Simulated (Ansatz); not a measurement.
`C[C](=N)[AlH2]` + H₂O → `N=[C](O)[AlH2]` + CH₄ at 298.15 K and 1 bar (formal hydrolysis of a C–C bond).

Gas-phase electronic energies from Ansatz, PBE0-D4/def2-TZVP geometries. CCSD(T)/CBS is the MP2 limit (def2-TZVPP, def2-QZVPP) plus CCSD(T) − MP2 in def2-TZVPP, frozen cores. This one scheme is used for every species. One conformer a species, not always the lowest.

| species | CCSD(T)/CBS energy (Eh) | H − E (kJ/mol) | S (J/(mol·K)) |
| --- | --- | --- | --- |
| `C[C](=N)[AlH2]` | -376.38780 | 207.2 | 322.3 |
| H₂O | -76.37941 | 66.4 | 188.7 |
| `N=[C](O)[AlH2]` | -412.31574 | 146.6 | 311.5 |
| CH₄ | -40.46206 | 127.4 | 186.2 |

H − E and S are ideal-gas, rigid-rotor, harmonic terms from PBE0-D4/def2-TZVP, for one conformer and one mirror image of each species. 1 Eh = 2625.50 kJ/mol, R = 8.31446 J/(mol·K).

By hand: ΔE, ΔH, ΔS and ΔG.

ΔE = (-412.31574) + (-40.46206) − (-376.38780) − (-76.37941) = -0.01059 Eh = -27.8 kJ/mol. Δ(H − E) = 146.6 + 127.4 − 207.2 − 66.4 = 0.4, so ΔH = -27.4 kJ/mol. ΔS = 311.5 + 186.2 − 322.3 − 188.7 = -13.3 J/(mol·K). ΔG = -27.4 − 298.15 × (-13.3)/1000 = -23.4 kJ/mol.

By hand: the equilibrium constant, and the temperature at which ΔG would vanish if ΔH and ΔS stayed fixed.

log₁₀ K = −ΔG/(RT ln 10) = 4.1. ΔG = 0 at ΔH/ΔS = 2060 K, though so small a ΔS makes that figure unsure.

The number of gas molecules stays the same, so ΔS is small and ΔH decides. A doubt of 5 kJ/mol in ΔE shifts log₁₀ K by 0.9 here. Other conformers and mirror images would add mixing entropy, several J/(mol·K) or more a flexible species. These are equilibria of isolated gas molecules and say nothing of rates. Largest T1 diagnostic: 0.015 (customary marks: 0.02 for closed shells, 0.045 for open ones).
